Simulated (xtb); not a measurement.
C$_{2}$H$_{4}$NO, doublet, at a GFN2-xTB geometry, atoms displaced at random by about 0.06 Å a coordinate; GFN2-xTB in xtb.

Here is a job for xtb.
```
$ xtb mol.xyz --gfn 2 --chrg 0 --uhf 1 --ohess --json

# file mol.xyz
8

O      0.18040471     1.35137092     0.34943458
C     -0.13750970     0.08609076    -0.04307342
N      1.00630306    -0.99364430    -0.18830972
C     -1.38282261    -0.42437827    -0.11396344
H      0.66309559    -1.75753221    -0.43569409
H     -1.57073124    -1.41308443    -0.32195993
H     -2.14016448     0.29804043     0.10174424
H      1.85895190    -0.41158258    -0.22361343
```

The log (banner, timings and long lists left out):

```
   ID    Z sym.   atoms
    1    8 O      1
    2    6 C      2, 4
    3    7 N      3
    4    1 H      5-8

           -------------------------------------------------
          |                Calculation Setup                |
           -------------------------------------------------

           -------------------------------------------------
          |                 G F N 2 - x T B                 |
           -------------------------------------------------

          ...................................................
          :                      SETUP                      :
          :.................................................:
          :  # basis functions                  20          :
          :  # atomic orbitals                  20          :
          :  # shells                           12          :
          :  # electrons                        23          :
          :  max. iterations                   250          :
          :  Hamiltonian                  GFN2-xTB          :
          :  restarted?                      false          :
          :  GBSA solvation                  false          :
          :  PC potential                    false          :
          :  electronic temp.          300.0000000     K    :
          :  accuracy                    1.0000000          :
          :  -> integral cutoff          0.2500000E+02      :
          :  -> integral neglect         0.1000000E-07      :
          :  -> SCF convergence          0.1000000E-05 Eh   :
          :  -> wf. convergence          0.1000000E-03 e    :
          :  Broyden damping             0.4000000          :
          :  net charge                          0          :
          :  unpaired electrons                  1          :
          ...................................................

 iter      E             dE          RMSdq      gap      omega  full diag
   1    -13.0893896 -0.130894E+02  0.647E+00    4.03       0.0  T
   2    -13.2391290 -0.149739E+00  0.522E+00    4.33       1.0  T
   3    -13.3135229 -0.743939E-01  0.329E+00    4.74       1.0  T
   4    -13.1275312  0.185992E+00  0.470E+00    4.23       1.0  T
   5    -13.3258985 -0.198367E+00  0.136E+00    4.67       1.0  T
   6    -13.3314339 -0.553540E-02  0.807E-01    4.78       1.0  T
   7    -13.3331896 -0.175573E-02  0.604E-01    4.76       1.0  T
   8    -13.3344804 -0.129072E-02  0.392E-01    4.77       1.0  T
[...]
 * total energy  :   -13.1556394 Eh     change       -0.1505960E-08 Eh
 * total energy  :   -13.2101564 Eh     change       -0.5451697E-01 Eh
 * total energy  :   -13.2220944 Eh     change       -0.1193804E-01 Eh
 * total energy  :   -13.2251141 Eh     change       -0.3019693E-02 Eh
 * total energy  :   -13.2263782 Eh     change       -0.1264069E-02 Eh
 * total energy  :   -13.2268349 Eh     change       -0.4567846E-03 Eh
 * total energy  :   -13.2269462 Eh     change       -0.1112109E-03 Eh
 * total energy  :   -13.2269666 Eh     change       -0.2041867E-04 Eh
 * total energy  :   -13.2270004 Eh     change       -0.3383437E-04 Eh
 * total energy  :   -13.2270080 Eh     change       -0.7635619E-05 Eh
 * total energy  :   -13.2270137 Eh     change       -0.5636280E-05 Eh
 * total energy  :   -13.2270152 Eh     change       -0.1556196E-05 Eh
   *** GEOMETRY OPTIMIZATION CONVERGED AFTER 12 ITERATIONS ***
         :: total energy             -13.227015241461 Eh    ::
[...]
          :  rotor cutoff                   50.0000000 cm⁻¹ :
          :  imag. cutoff                  -20.0000000 cm⁻¹ :
          :.................................................:

    mode    ω/cm⁻¹     T·S(HO)/kcal·mol⁻¹    T·S(FR)/kcal·mol⁻¹   T·S(vib)
   ------------------------------------------------------------------------
       1     98.26    -1.04009 ( 93.72%)    -0.85558 (  6.28%)    -1.02850
       2    277.12    -0.46254 ( 99.89%)    -0.54896 (  0.11%)    -0.46263
   ------------------------------------------------------------------------

   temp. (K)  partition function   enthalpy   heat capacity  entropy
                                   cal/mol     cal/K/mol   cal/K/mol   J/K/mol
 298.15  VIB   5.87                 1513.229     11.231      8.553
         ROT  0.341E+05              888.752      2.981     23.723
         INT  0.200E+06             2401.981     14.212     32.276
         TR   0.428E+27             1481.254      4.968     38.080
         TOT                        3883.2352    19.1802    70.3561   294.3701

       T/K    H(0)-H(T)+PV         H(T)/Eh          T*S/Eh         G(T)/Eh
   ------------------------------------------------------------------------
    298.15    0.618833E-02    0.630326E-01    0.334285E-01    0.296041E-01
   ------------------------------------------------------------------------

         :::::::::::::::::::::::::::::::::::::::::::::::::::::
         ::                  THERMODYNAMIC                  ::
         :::::::::::::::::::::::::::::::::::::::::::::::::::::
         :: total free energy         -13.197411146767 Eh   ::
         ::.................................................::
         :: total energy              -13.227015241461 Eh   ::
         :: zero point energy           0.056844242177 Eh   ::
         :: G(RRHO) w/o ZPVE           -0.027240147482 Eh   ::
         :: G(RRHO) contrib.            0.029604094694 Eh   ::
         :::::::::::::::::::::::::::::::::::::::::::::::::::::

optimized geometry written to: xtbopt.xyz

           -------------------------------------------------
          | TOTAL ENERGY              -13.227015241461 Eh   |
          | TOTAL ENTHALPY            -13.163982670101 Eh   |
          | TOTAL FREE ENERGY         -13.197411146767 Eh   |
          | GRADIENT NORM               0.000356026611 Eh/α |
          | HOMO-LUMO GAP               5.465706502232 eV   |
           -------------------------------------------------

normal termination of xtb
```
